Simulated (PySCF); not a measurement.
TDDFT excited states: [C6H9OS]+

C6H9OS (charge +1).
SMILES: `CC[C@H](C#[O+])C(C)=S`

Method used: TDDFT B3LYP/def2-SVPD, vertical, gas phase, core orbitals frozen in the response (PySCF 2.14.0, density-fitted response routines). One conformer (not necessarily the lowest) at the GFN2-xTB geometry, without solvent, vibrations or thermal averaging. Torsions of this conformer, `[CH3:1][CH2:2][C@H:3]([C:4]#[O+:5])[C:6]([CH3:7])=[S:8]`: C1–C2–C3–C4 -166°, C2–C3–C6–C7 -151°.

```
state  E (eV)  ν̃ (cm⁻¹)       f  main configurations (H = HOMO, L = LUMO)
   S1    2.31      18590  0.0073                    H→L (85%), H→L+2 (13%)
   S2    2.81      22670  0.0010                               H→L+1 (99%)
   S3    3.51      28310   0.035                    H→L+2 (84%), H→L (11%)
   S4    4.65      37520   0.048                H-1→L (82%), H-1→L+2 (13%)
   S5    4.75      38350  0.0017                             H-1→L+1 (99%)
   S6    5.39      43490  0.0052                               H-2→L (95%)
   S7    5.65      45530  0.0053                               H-3→L (90%)
   S8    5.71      46070  0.0011                             H-2→L+1 (92%)
```

Triplets (Tamm–Dancoff): T1 1.76 eV, H→L (89%), H→L+2 (10%); T2 2.74 eV, H→L+1 (95%); T3 3.01 eV, H→L+2 (84%), H→L (8%).

The lowest singlet lies at 2.31 eV (538 nm, visible) and is weak; its leading configuration is HOMO→LUMO (85%). The strongest level in the table is S4 at 4.65 eV (266 nm, f = 0.048). Löwdin shares by element: HOMO sulfur 70%, carbon 20% or more; LUMO carbon 41% or more, sulfur 22%, oxygen 20% (atoms not listed hold the other 17%). Orbital energies (eV): HOMO-3 -14.50, HOMO-2 -14.25, HOMO-1 -13.22, HOMO -11.29, LUMO -7.93, LUMO+1 -7.57, LUMO+2 -6.80. The oscillator strengths of these states sum to 0.104; summed over the whole spectrum of an exact calculation they would give the number of electrons, 68 (Thomas–Reiche–Kuhn). Weighted by f, the mean energy of these states is 4.19 eV. 2 computed singlets (S1 to S2) lie in the visible range (380 to 750 nm), the largest f among them at 538 nm, f = 0.0073; light of that wavelength is green, and its complementary colour is purple; a Tamm–Dancoff triplet lies at 705 nm, without intensity as long as spin–orbit coupling is left out. The window holds the lowest 8 singlets.

On one thread, Arm Neoverse V1 (aarch64) (shared host), this took 62 s of wall time (with the writing of density and orbital grids) and 0.99 GiB of memory at its peak.
